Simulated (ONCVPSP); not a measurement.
## Building the ONCV potential for arsenic (BLYP, scalar-relativistic).

```
Element                 : arsenic
Generator               : ONCVPSP 4.0.1
Type                    : optimised norm-conserving Vanderbilt (ONCV)
Functional              : BLYP
Relativity              : scalar-relativistic
Frozen core             : [Ar] 3d10
Valence charge          : 5
Reference configuration : 4s2 4p3
Partial waves           : 4s: rc 1.30 bohr, ncon 4, nbas 9, qcut 5 1/bohr, 2 projectors, debl 1 Ha; 4p: rc 2.05 bohr, ncon 3, nbas 6, qcut 3.4 1/bohr, 1 projector; d scattering state at 0.06 Ha: rc 1.80 bohr, ncon 3, nbas 7, qcut 4.8 1/bohr, 3 projectors, debl 3.1 Ha
Local potential         : polynomial inside 1.15 bohr (lpopt 5, dvloc0 -1 Ha)
Core correction         : Teter function, fcfact 2, rcfact 1.8
```

Calculated quality:

| Item | Value |
| --- | --- |
| Cutoffs needed | 30 Ha and 135 Ha (the cutoffs (Ha) at which the residual kinetic energy of the hardest occupied pseudo-wave falls to 1 and 0.1 mHa per electron) The cutoffs count occupied waves only; projector 3 of the d channel, the hardest unoccupied one, needs 168 Ha at the loose tolerance. |
| Ghost test | ghosts flagged at negative energy: s at -330.5 eV; GHOST(+) flagged for d at 41.5 eV, s at 132.4 eV; a true bound ghost makes a file unfit for plane-wave use |
| Largest excitation error | -392 meV (all-electron minus pseudo) for 4s2 4p0, out of 4 test configurations |
| rms error of d²Exc/dni dnj | 6.60 mHa without and 0.96 mHa with the model core |

Generation and tests took about 4.2 s on one core of a shared server CPU.
